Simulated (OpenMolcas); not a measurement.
An OpenMolcas run meant for Ba (ANO-R3, X2C; inactive shells 1s 2s 2p 3s 3p 3d 4s 4p 4d 5s 5p; intended active space 2 electrons in 4 orbitals (6s 6p)). One step of its input:

```
&CASPT2
Multistate=1 1
Frozen=14 9
IPEA=0.25
Shift=1.5
MaxIter=60
WThr=0.0 0.3 0.05
PrWF=0.5
NoMix
```

The run finished. Its levels beside those of a sound run (SS-CASPT2, IPEA 0.25 Eh, imaginary shift 0.1 Eh (closed shells correlated: 5s 5p)), in cm⁻¹ above each run's lowest level:

| Level | This run | Usual run |
| --- | --- | --- |
| 6s² ¹S₀ | 0.0 | 0.0 |
| 6s 6p ³P°₀ | 17014 | 17438 |
| 6s 6p ³P°₁ | 17572 | 17996 |
| 6s 6p ³P°₂ | 18688 | 19112 |

**Question.** Which setting is unsound, and how much does it matter here?

**Answer.** The level shift is far above the usual 0.1 to 0.3 hartree and damps the second-order energy. Against the sound run the excited levels shown move by 420 cm-1 on average and by 420 cm-1 at most.

Some high roots are left out of the spin-orbit mixing, which shifts the levels that they would mix with. The ANO-R sets hold no well-fitted valence p shell for this element, so s → p excitations can come out far too high. Levels of configurations outside the active space are missing.

° marks odd parity.
